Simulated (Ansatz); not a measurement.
Cost and result for the atomization energy of Cl₂H₆N₂OSi₂ (`N[SiH2]O[Si](N)(Cl)Cl`) (13 atoms, 12 bonds).

Z-matrix (Å, degrees):
```
Si
O 1 1.659
N 1 1.700 2 115.2
H 1 1.479 2 105.2 3 -119.6
H 1 1.480 2 106.7 3 120.2
Si 2 1.606 1 139.2 3 -26.1
H 3 1.007 1 121.0 2 75.7
H 3 1.007 1 121.5 2 -74.8
N 6 1.684 2 109.0 1 -165.8
Cl 6 2.042 2 112.4 1 74.6
Cl 6 2.062 2 107.5 1 -41.1
H 9 1.006 6 121.0 2 -166.7
H 9 1.007 6 120.1 2 43.5
```

Charge 0, multiplicity 1. Geometry: relaxed with PBE0-D4/def2-TZVP. It is one conformer, not always the lowest. Program: Ansatz. All runs use 2 threads of an AMD EPYC 7R13 on a shared host and a share of an NVIDIA H100 80 GB. Times are those of one run each, without the atoms' runs, and a repeat can differ threefold. Electronic energies, without spin–orbit coupling; frozen cores. CCSD(T)/CBS adds CCSD(T) − MP2 in def2-TZVPP to the MP2 limit, and its time is that of the two runs behind it. T1 = 0.010. B3LYP takes the VWN-RPA correlation (the form of Gaussian; ORCA's B3LYP/G).

CCSD(T)/CBS is a level of theory with its own doubt, some kJ/mol a heavy atom from the limit and from the frozen cores, so smaller differences don't rank the functionals.

| level | functions | wall time |
| --- | --- | --- |
| B3LYP-D4/def2-TZVPP (with forces) | 345 | 2.7 s |
| PBE-D4/def2-TZVPP (with forces) | 345 | 2.9 s |
| PBE0-D4/def2-TZVPP | 345 | 3 s |
| r2SCAN-D4/def2-TZVPP (with forces) | 345 | 3.1 s |
| B2PLYP/def2-TZVPP | 345 | 3.1 s |
| MP2/def2-QZVPP | 631 | 4.6 s |
| ωB97M-V/def2-TZVPP (with forces) | 345 | 4.8 s |
| ωB97X-V/def2-TZVPP | 345 | 7.5 s |
| CCSD(T)/def2-TZVPP | 345 | 8.5 s |
| CCSD(T)/CBS(def2) | – | 13 s |

**Question.** What atomization energy does each give, and how far from CCSD(T)/CBS? (An estimate is asked.)

**Answer.** Computed: 
```
                             level  atomization (kJ/mol)  difference from CCSD(T)/CBS  per bond
 B3LYP-D4/def2-TZVPP (with forces)                4737.2                        -30.6      -2.5
   PBE-D4/def2-TZVPP (with forces)                4795.5                         27.7       2.3
                PBE0-D4/def2-TZVPP                4716.2                        -51.6      -4.3
r2SCAN-D4/def2-TZVPP (with forces)                4745.2                        -22.6      -1.9
                 B2PLYP/def2-TZVPP                4681.1                        -86.7      -7.2
                    MP2/def2-QZVPP                4811.6                         43.8       3.7
  ωB97M-V/def2-TZVPP (with forces)                4785.2                         17.4       1.4
                ωB97X-V/def2-TZVPP                4784.4                         16.6       1.4
                CCSD(T)/def2-TZVPP                4595.5                       -172.3     -14.4
                 CCSD(T)/CBS(def2)                4767.8                          0.0       0.0
```

From PBE to PBE0 (25 % exact exchange), in def2-TZVPP and without D4, the atomization energy moves by −73.5 kJ/mol: exact exchange takes away binding that semilocal exchange gives to molecules. In def2-TZVPP, CCSD(T) changes the Hartree–Fock value by +1229.1 kJ/mol (the triples alone add +76.1 kJ/mol) and MP2 by +1341.3 kJ/mol; breaking electron pairs costs correlation energy, which Hartree–Fock lacks. The D4 term adds +70.0 kJ/mol with B3LYP and +37.5 kJ/mol with PBE0; it sums over pairs of atoms, weighted by their polarisabilities, and B3LYP, whose exchange is more repulsive, gets the larger term.
